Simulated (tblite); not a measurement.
CH7ClGeN2.
Cartesian coordinates in Å at the GFN2-xTB level; atoms count from 1:
```
atom  x, y, z in Å
C1    -1.905   -0.531    0.364
N2    -0.481   -0.711    0.130
Ge3    0.630    0.684   -0.180
N4     2.269   -0.005   -0.516
Cl5    0.688    2.083    1.457
H6    -2.140   -0.241    1.394
H7    -2.269    0.250   -0.302
H8    -2.432   -1.459    0.133
H9    -0.113   -1.447    0.717
H10    0.140    1.422   -1.393
H11    3.011    0.665   -0.660
H12    2.604   -0.713    0.123
```

Calculated harmonic vibrations of the isolated species, GFN2-xTB (tblite), most abundant isotopes, no scaling. Against measured fundamentals such values can be off by several per cent, at times by over 20. Modes of hydrogen on germanium can be 10 to 20 % off. One conformer, not necessarily the lowest. The optimisation stopped once no atom felt more than 0.01 eV/Å.

Lowest wavenumbers of the output (negative numbers stand for imaginary wavenumbers):
```
mode    cm-1
  1     -25.6
  2      95.1
  3     112.7
  4     147.3
  5     169.5
  6     197.7
  7     276.7
  8     327.2
  9     479.1
 10     526.2
 11     592.1
 12     632.4
 13     665.1
 14     675.4
 15     780.8
```

Is this structure a minimum?

Not by this Hessian. 1 mode is imaginary beyond 20i (26i cm⁻¹), so at this level the point lies at or near a first-order saddle. The curvature is small, so loose convergence or finite differences may be the whole cause.

Which atoms move in the imaginary mode?

26i: C1 (N-methyl carbon) 20 %, H12 (N–H hydrogen) 19 %, Cl5 (chlorine bonded to Ge) 13 %, H11 (N–H hydrogen) 11 %. These are shares of the mass-weighted motion.

What is the remedy?

Step along that mode in both directions, optimise again with tighter thresholds and repeat the frequencies. The zero-point energy of this point (53.3 kcal/mol) counts the 29 real modes alone, and thermal corrections from it aren't those of a minimum.
